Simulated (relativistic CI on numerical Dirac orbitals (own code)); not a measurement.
**Xe2+: what numerical and physical settings do to a radial Dirac CI calculation**

Reference input:

```
atom Xe  Z=54  charge=2  electrons=52
nucleus A=132  rms_radius_fm=4.7859
hamiltonian dirac-coulomb  breit=on  qed=on  c_scale=1
orbitals kli  potential=per-configuration
slater_scale 1
correlation none
mixing on
grid step=0.0125 r_max=67.1
scf mixing=0.4 start=green max_iterations=150 tolerance=2e-08 node_fill=0.05
configurations
  [Kr] 4d10 5s2 5p4
  [Kr] 4d10 5s 5p5
end
```

Computed lowest total energy -7436.11636 Ha, first excitation 8882.9 cm⁻¹, 22 SCF steps. Runs with settings changed; * marks those that are bad on purpose (the QED terms keep the true α when c is scaled):

```
                                                      Changed    Outcome  Lowest level    ΔE (Ha)  First excitation (cm⁻¹)  SCF steps                                                           Message
                                end of the grid at 33.55 bohr  converged  5s2 5p4 3P_2  -2.73e-12                   8882.9         22                                                                  
                             node fill of the KLI weights 0.5  converged  5s2 5p4 3P_2     0.0511                   9057.2         22                                                                  
iteration limit 30, speed of light × 10, start potential bare  converged  5s2 5p4 3P_2        206                     72.4         32                                                                  
               end of the grid at 100.65 bohr, Breit term off  converged  5s2 5p4 3P_2      -5.77                   8964.1         22                                                                  
                             node fill of the KLI weights 5 *  converged  5s2 5p4 3P_2      0.645                   9337.5         24                                                                  
                                                   charge 3 *    refused                                                            0  configuration [Kr] 4d10 5s2 5p4 has 52 electrons, the ion has 51
```

With so few configurations and no correlation, terms lie too far apart (by 10 to 50 % near neutrality), their order can be wrong, and levels of other configurations are missing.
